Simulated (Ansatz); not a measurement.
`CNCS[SiH3]` + `OC[SiH2]Cl` → `[SiH3]OC[SiH2]Cl` + `CNCS`  (ligand exchange at the Si–S bond)

Computed with Ansatz on PBE0-D4/def2-TZVP structures; ΔE is electronic, products minus reactants. CBS: MP2 limit from def2 TZ/QZ plus the TZ coupled-cluster correction, frozen cores. Functionals use def2-TZVPP. B3LYP here is the variant with VWN-RPA as its local correlation; programs differ in this. One conformer a species, not always the lowest.

`CNCS[SiH3]`:

Z-matrix (Å, degrees):
```
C
N 1 1.447
H 1 1.091 2 109.3
H 1 1.093 2 109.2 3 -117.7
H 1 1.099 2 113.8 3 121.7
C 2 1.414 1 115.8 3 177.2
H 2 1.011 1 111.5 3 -54.3
S 6 1.883 2 113.5 1 63.6
H 6 1.090 2 110.1 1 -176.5
H 6 1.092 2 109.8 1 -56.0
Si 8 2.118 6 98.8 2 173.2
H 11 1.489 8 111.0 6 -57.1
H 11 1.483 8 107.1 6 -177.1
H 11 1.489 8 111.6 6 62.9
```

`OC[SiH2]Cl`:

```xyz
9

O     0.314    0.117    1.716
C     0.674    0.482    0.396
Si   -0.290   -0.489   -0.896
Cl   -2.288   -0.230   -0.431
H    -0.640    0.212    1.805
H     1.741    0.260    0.285
H     0.559    1.562    0.222
H    -0.062    0.028   -2.268
H    -0.009   -1.941   -0.828
```

`[SiH3]OC[SiH2]Cl`:

```xyz
12

Si   -0.971    1.202   -1.605
O     0.143    0.384   -0.706
C    -0.211   -0.255    0.512
Si    1.359   -1.045    1.182
Cl    0.893   -1.991    2.950
H    -1.557    2.318   -0.812
H    -2.074    0.291   -2.016
H    -0.251    1.722   -2.789
H    -0.982   -1.021    0.354
H    -0.614    0.463    1.239
H     1.880   -2.055    0.233
H     2.384   -0.013    1.459
```

`CNCS`:

Z-matrix (Å, degrees):
```
C
N 1 1.446
H 1 1.091 2 109.5
H 1 1.103 2 114.1 3 -121.5
H 1 1.093 2 109.5 3 117.8
C 2 1.436 1 113.1 3 177.7
H 2 1.012 1 111.3 3 53.7
S 6 1.819 2 108.1 1 175.4
H 6 1.101 2 114.7 1 -63.8
H 6 1.093 2 108.4 1 56.7
H 8 1.341 6 96.6 2 144.8
```

```csv
level,ΔE (kJ/mol),difference from CCSD(T)/CBS
r2SCAN-D4,-8.8,11.4
B3LYP-D4,-19.3,0.9
ωB97X-V,-21.2,-1.0
ωB97M-V,-20.2,0.0
B2PLYP,-24.5,-4.3
PBE,-1.6,18.6
r2SCAN,-9.3,10.9
B3LYP,-24.0,-3.8
MP2/def2-TZVPP,-21.1,-0.9
SCS-MP2/def2-TZVPP,-28.6,-8.4
CCSD(T)/def2-TZVPP,-23.4,-3.2
HF/def2-QZVPP,-47.7,-27.5
MP2/def2-QZVPP,-20.0,0.2
SCS-MP2/def2-QZVPP,-27.3,-7.1
HF/CBS(def2),-48.0,-27.8
MP2/CBS(def2),-18.0,2.2
CCSD(T)/CBS,-20.2,0
```

Largest T1 diagnostic among the species: 0.011.

The D4 term adds +4.8 kJ/mol with B3LYP and +2.4 kJ/mol with PBE0; it sums over pairs of atoms, weighted by their polarisabilities, and B3LYP, whose exchange is more repulsive, gets the larger term. In def2-TZVPP, CCSD(T) changes the Hartree–Fock value by +22.2 kJ/mol (the triples alone add +5.2 kJ/mol) and MP2 by +24.5 kJ/mol.
